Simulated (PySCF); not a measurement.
**Shapes and spin states of HCoO₂**

These are results of PBE0 in PySCF with Co def2-TZVP, O def2-TZVP, H def2-TZVP; no relativity; density-fitted integrals, not measurements.

Relaxations began from a few typed shapes and spin states; open shells are unrestricted. The search is not exhaustive: other isomers or separated fragments can lie lower, and high-lying points may rest on an excited occupation.

Q: Which is the lowest minimum found?
A. triplet Cs: Co–H 1.459 Å, Co–O 1.560 Å (×2); H–Co–O 102.7° (×2), O–Co–O 129.6°
B. broken-symmetry Ms = 0 (⟨S²⟩ 0.72) Cs: Co–H 1.462 Å, Co–O 1.547 Å (×2); H–Co–O 104.9° (×2), O–Co–O 140.9°
C. singlet (closed shell, unstable to spin polarisation) C2v: Co–H 1.464 Å, Co–O 1.530 Å (×2); H–Co–O 106.0° (×2), O–Co–O 148.0°
D. quintet Cs: Co–H 1.469 Å, Co–O 1.690 Å (×2); H–Co–O 87.5° (×2), O–Co–O 171.1°
E. triplet C2v: Co–H 1.482 Å, Co–O 1.572 Å (×2); H–Co–O 108.9° (×2), O–Co–O 142.3°
F. quintet C2v: Co–H 1.468 Å, Co–O 1.685 Å (×2); H–Co–O 101.4° (×2), O–Co–O 157.1°
G. broken-symmetry Ms = 1 (⟨S²⟩ 2.85) Cs: Co–H 1.462 Å, Co–O 1.598 Å, Co–O 1.711 Å; H–Co–O 92.8°, H–Co–O 104.4°, O–Co–O 162.8°

A: A. The others lie at 3.1 (broken-symmetry Ms = 1 Cs), 8.0 (broken-symmetry Ms = 0 Cs), 18.0 (singlet C2v), 18.1 (triplet C2v, a saddle point), 19.8 (quintet C2v), 24.5 (quintet Cs) kJ/mol above it.

For the lowest minimum: with open d or f shells other occupations or spin states may lie lower.

The electron or spin density has lower symmetry than the nuclear frame for the broken-symmetry Ms = 0 (⟨S²⟩ 0.72) Cs at 8.0 kJ/mol.
